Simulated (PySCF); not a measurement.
Stepwise substitution at one centre (B NH2-SiH3). Isolated molecules, 0 K electronic values unless said otherwise. Strings in code marks are SMILES.

Quantity: vertical ionisation energy (energy after one electron is removed minus that of the parent at the parent's geometry), in eV.

Case: `NB([SiH3])[SiH3]`. Geometry of `B([SiH3])(N)[SiH3]` (neutral, multiplicity 1, Å):

```xyz
12

N     -0.1974     1.6909     0.3224
B     -0.0390     0.3342     0.0633
Si     1.8302    -0.4158    -0.0972
Si    -1.6861    -0.8185    -0.1387
H      0.5742     2.3317     0.4367
H     -1.0964     2.1405     0.4165
H      2.0754    -1.4699     0.9216
H      2.0479    -1.0365    -1.4301
H      2.8664     0.6402     0.0854
H     -1.7242    -1.4736    -1.4723
H     -1.7127    -1.8998     0.8808
H     -2.9382    -0.0236     0.0117
```

### Question
Predict the vertical ionisation energy (energy after one electron is removed minus that of the parent at the parent's geometry) from B3LYP/6-31G* // B3LYP-D3(BJ)/def2-TZVP (PySCF).

### Answer
9.16 eV.
